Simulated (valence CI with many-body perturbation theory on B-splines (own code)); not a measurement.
**Ho²⁸⁺: calculated level list**

Calculated by valence CI with perturbative core correlation (CI+MBPT): three valence electrons over a frozen Dirac-Fock core [Kr], a basis of 7 s, 7 p, 8 d, 6 f, 4 g, 1 h functions for each j, with the one-electron correlation potential Σ1 (screened to all orders), the two-electron term Σ2, the three-electron term Σ3, Breit, model QED; selected single and double excitations, second order for the rest, scaled by the run's own slope (own B-spline code, finite nucleus).

No measured spectrum was set against this ion. As an estimate, large intervals hold to a few tenths of a per cent, small ones and those within an open d or f shell to about a per cent. Only levels of the ground parity were solved; by the run's estimate the other parity begins above the list, which can be wrong where configurations are misplaced.

Levels 1 to 19 of 19, with energies above the lowest level, (4d3/2^3) J=3/2. "Leading %" is the weight of the configuration and term that name the level; weights of strongly mixed levels are sums over their largest components and can fall short, so below about 35 % the name and the second component can differ from the true leading terms, or belong to a minority configuration. In the jj column 3d3/2^4 stands for four electrons in 3d with j = 3/2. Lifetimes count E1, E2, E3, M1 and M2 decay at the calculated energies, and are blank where another channel may lead or the interval is too uncertain; long ones can be off by a factor of two.

| No. | Configuration | Term | J | E (eV) | Leading % | Second component | Lifetime | Leading jj |
| --- | --- | --- | --- | --- | --- | --- | --- | --- |
| 1 | 4d3 | 4F | 3/2 | 0.000 | 58 | 31 % 4d3 2D |  | 4d3/2^3 (93 %) |
| 2 | 4d3 | 4F | 5/2 | 7.761 | 88 | 11 % 4d3 2D | 142 μs | 4d3/2^2 4d5/2 (97 %) |
| 3 | 4d3 | 4P | 3/2 | 10.064 | 41 | 30 % 4d3 2P | 158 μs | 4d3/2^2 4d5/2 (95 %) |
| 4 | 4d3 | 4F | 7/2 | 10.723 | 50 | 40 % 4d3 2G | 3.71 ms | 4d3/2^2 4d5/2 (88 %) |
| 5 | 4d3 | 2G | 9/2 | 11.321 | 43 | 38 % 4d3 2H | 952 ms | 4d3/2^2 4d5/2 (96 %) |
| 6 | 4d3 | 4P | 1/2 | 11.566 | 63 | 37 % 4d3 2P | 432 μs | 4d3/2^2 4d5/2 (99 %) |
| 7 | 4d3 | 4P | 5/2 | 17.332 | 63 | 23 % 4d3 2D | 401 μs | 4d3/2^2 4d5/2 (74 %) |
| 8 | 4d3 | 4F | 7/2 | 18.800 | 49 | 47 % 4d3 2G | 63.1 μs | 4d3/2 4d5/2^2 (92 %) |
| 9 | 4d3 | 4F | 9/2 | 19.931 | 53 | 45 % 4d3 2H | 111 μs | 4d3/2 4d5/2^2 (91 %) |
| 10 | 4d3 | 4P | 3/2 | 21.498 | 41 | 41 % 4d3 2D | 44.7 μs | 4d3/2 4d5/2^2 (98 %) |
| 11 | 4d3 | 2P | 1/2 | 22.372 | 63 | 37 % 4d3 4P | 75.3 μs | 4d3/2 4d5/2^2 (99 %) |
| 12 | 4d3 | 2H | 11/2 | 23.177 | 100 |  | 243 μs | 4d3/2 4d5/2^2 (100 %) |
| 13 | 4d3 | 2D | 5/2 | 23.725 | 60 | 20 % 4d3 2F | 107 μs | 4d3/2 4d5/2^2 (74 %) |
| 14 | 4d3 | 2F | 5/2 | 25.195 | 45 | 38 % 4d3 2D | 137 μs | 4d3/2 4d5/2^2 (94 %) |
| 15 | 4d3 | 2F | 7/2 | 26.074 | 86 | 13 % 4d3 2G | 171 μs | 4d3/2 4d5/2^2 (96 %) |
| 16 | 4d3 | 2D | 3/2 | 30.611 | 47 | 42 % 4d3 2P | 56.2 μs | 4d3/2 4d5/2^2 (62 %) |
| 17 | 4d3 | 2G | 9/2 | 30.615 | 55 | 27 % 4d3 4F |  | 4d5/2^3 (95 %) |
| 18 | 4d3 | 2D | 3/2 | 35.995 | 76 | 16 % 4d3 2P | 45.9 μs | 4d5/2^3 (62 %) |
| 19 | 4d3 | 2D | 5/2 | 38.751 | 67 | 21 % 4d3 2F | 28.6 μs | 4d5/2^3 (89 %) |

The ionisation energy to 4d2 3F_2 of the next ion comes out as 1030.8 eV (NIST: 1029 ± 4 eV (theoretical)). All 19 levels together are meant to be complete up to 40.301 eV.
